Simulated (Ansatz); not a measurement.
The cluster Si4Ge⁻. Total charge -1; doublet. Geometry B3LYP-D4/def2-SVPD, basis def2-TZVPD, Ansatz.

```xyz
5

Si    2.2551    0.6296    0.2832
Si    0.5456   -0.8665    0.1781
Si   -1.5373    0.5779    0.4543
Si    0.3274    1.4545   -0.8025
Ge   -1.5908   -1.7956   -0.1131
```

```
run  HOMO (eV)  LUMO (eV)
  A      -0.95       0.94
  B      -0.21       0.31
  C      -1.16       1.05
  D      -0.68       0.81
  E      -0.46       0.44
```

B3LYP takes the VWN-RPA correlation. Another isomer (doublet) lies 1.04 eV lower at PBE0-D4/def2-TZVPD; other spin states weren't run for this one.

HOMO and LUMO are taken over both spins.

Task: The runs used B3LYP, PBE, PBE0, r2SCAN, r2SCAN0. Estimate which is which.

Result: A PBE0 (25 % exact exchange); B PBE (0 % exact exchange); C r2SCAN0 (25 % exact exchange); D B3LYP (20 % exact exchange); E r2SCAN (0 % exact exchange). Exact exchange lowers occupied and raises empty levels; among semilocal functionals meta-GGAs tend to open the gap a little, and such runs are hard to tell apart. The gap grows from 0.52 eV (PBE) to 2.21 eV (r2SCAN0).
